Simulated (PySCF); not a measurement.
hexafluoroantimonate (F6Sb), SMILES [F][Sb-]([F])([F])([F])([F])[F], charge -1. Heavy atoms are numbered as in [F:1][Sb-:2]([F:3])([F:4])([F:5])([F:6])[F:7].

The structure is a stationary point at B3LYP-D3(BJ)/def2-SVPD. The def2 effective core potentials stand for the cores of Sb; spin–orbit coupling is left out.

The numbers are results of CAM-B3LYP/def2-SVPD (PySCF), not measurements.

Mulliken values depend strongly on the basis, most of all with diffuse functions as here. ESP charges are fitted to the potential on shells at 1.4 to 2.0 van der Waals radii. Atomic charges (e), one atom of each kind:

| atom | ESP fit | Mulliken |
|---|---|---|
| F1 | -0.39 | -0.68 |
| Sb2 | 1.34 | 3.08 |
